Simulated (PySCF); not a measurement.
HO2Si, SMILES O=[Si]=[OH+], charge +1. Geometry optimised at PBE0-D3(BJ)/def2-TZVP. The isomer is the one that the SMILES or the coordinates give; other isomers of the formula were not compared.

Level of theory: PBE0-D3(BJ)/def2-TZVP run with PySCF.

Harmonic wavenumbers (cm⁻¹): 237, 246, 424, 982, 1464, 3779. Rotational constants (GHz): 1452, 6.463, 6.434; symmetry number 1.

Work out the zero-point energy and the ideal-gas rigid-rotor harmonic-oscillator thermochemistry at 298.15 K and 1 atm.

ZPE = ½ Σ hcν = ½ × 7133 cm⁻¹ = 42.66 kJ/mol. H − E(el) = 56.07 kJ/mol. Entropy in J/(mol K): translation 160.03, rotation 80.40, vibration 19.14, total 259.58. G − E(el) = -21.32 kJ/mol. Cp = 56.07 J/(mol K).
